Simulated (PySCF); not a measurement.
B$_{2}$O$_{2}$, charge +1, doublet, geometry from GFN2-xTB (a state made from the parent by changing its charge; the spin is typed, not shown lowest); B3LYP/6-31G** (PySCF).

PySCF was given this input:
```python
from pyscf import gto, scf, dft

mol = gto.Mole()
mol.atom = '''
    O    -0.000000   -0.000000   -2.002486
    B    -0.000000   -0.000000   -0.838130
    B     0.000000    0.000000    0.838130
    O     0.000000    0.000000    2.002486
'''
mol.basis = '6-31g**'
mol.charge = 1
mol.spin = 1
mol.verbose = 4
mol.build()

mf = dft.UKS(mol)
mf.xc = 'b3lyp'
mf.kernel()
```

Output, abridged:

```
PySCF version 2.14.0

[INPUT] verbose = 4
[INPUT] num. atoms = 4
[INPUT] num. electrons = 25
[INPUT] charge = 1
[INPUT] spin (= nelec alpha-beta = 2S) = 1
[INPUT] symmetry False subgroup None
[INPUT] Mole.unit = angstrom
[INPUT] Symbol           X                Y                Z      unit          X                Y                Z       unit  Magmom
[INPUT]  1 O      0.000000000000   0.000000000000  -2.002486000000 AA    0.000000000000   0.000000000000  -3.784150108276 Bohr   0.0
[INPUT]  2 B      0.000000000000   0.000000000000  -0.838130000000 AA    0.000000000000   0.000000000000  -1.583836156782 Bohr   0.0
[INPUT]  3 B      0.000000000000   0.000000000000   0.838130000000 AA    0.000000000000   0.000000000000   1.583836156782 Bohr   0.0
[INPUT]  4 O      0.000000000000   0.000000000000   2.002486000000 AA    0.000000000000   0.000000000000   3.784150108276 Bohr   0.0

nuclear repulsion = 67.6101702616081
number of shells = 24
number of NR pGTOs = 108
number of NR cGTOs = 56
basis = 6-31g**
ecp = {}

******** <class 'pyscf.dft.uks.UKS'> ********
method = UKS
initial guess = minao
damping factor = 0
level_shift factor = 0
DIIS = <class 'pyscf.scf.diis.CDIIS'>
diis_start_cycle = 1
diis_space = 8
diis_damp = 0
SCF conv_tol = 1e-09
SCF conv_tol_grad = None
SCF max_cycles = 50
direct_scf = True
direct_scf_tol = 1e-13
number electrons alpha = 13  beta = 12
XC library pyscf.dft.libxc version 7.1.2
    S. Lehtola, C. Steigemann, M. J. T. Oliveira, and M. A. L. Marques,  SoftwareX 7, 1–5 (2018)
XC functionals = b3lyp
    P. J. Stephens, F. J. Devlin, C. F. Chabalowski, and M. J. Frisch,  J. Phys. Chem. 98, 11623 (1994)
radial grids:
    Treutler-Ahlrichs [JCP 102, 346 (1995); DOI:10.1063/1.469408] (M4) radial grids

becke partition: Becke, JCP 88, 2547 (1988); DOI:10.1063/1.454033
pruning grids: <function nwchem_prune>
grids dens level: 3
symmetrized grids: False
atomic radii adjust function: <function treutler_atomic_radii_adjust>
small_rho_cutoff = 0
Set gradient conv threshold to 3.16228e-05
tot grids = 56256
init E= -200.600374981538

cycle= 1 E= -199.223142262271  delta_E= 1.38  |g|= 0.918  |ddm|= 1.75
cycle= 2 E= -194.8334927409  delta_E= 4.39  |g|= 3.19  |ddm|= 2.88

cycle= 3 E= -199.661605566726  delta_E= -4.83  |g|= 0.398  |ddm|= 2.47
cycle= 4 E= -199.728922614199  delta_E= -0.0673  |g|= 0.114  |ddm|= 0.193
cycle= 5 E= -199.73674534717  delta_E= -0.00782  |g|= 0.0129  |ddm|= 0.102
cycle= 6 E= -199.736955699328  delta_E= -0.00021  |g|= 0.00445  |ddm|= 0.0181
cycle= 7 E= -199.737010260483  delta_E= -5.46e-05  |g|= 0.0014  |ddm|= 0.0133
cycle= 8 E= -199.737012618056  delta_E= -2.36e-06  |g|= 0.000296  |ddm|= 0.00262
cycle= 9 E= -199.737012716301  delta_E= -9.82e-08  |g|= 0.000103  |ddm|= 0.00052
cycle= 10 E= -199.737012729825  delta_E= -1.35e-08  |g|= 2.04e-05  |ddm|= 0.000167
cycle= 11 E= -199.737012730338  delta_E= -5.13e-10  |g|= 2.98e-05  |ddm|= 6.66e-05
Extra cycle  E= -199.737012710052  delta_E= 2.03e-08  |g|= 0.000193  |ddm|= 0.000181
SCF not converged.
SCF energy = -199.737012710052 after 50 cycles  <S^2> = 0.77846862  2S+1 = 2.0282688
```

Convergence was not reached.
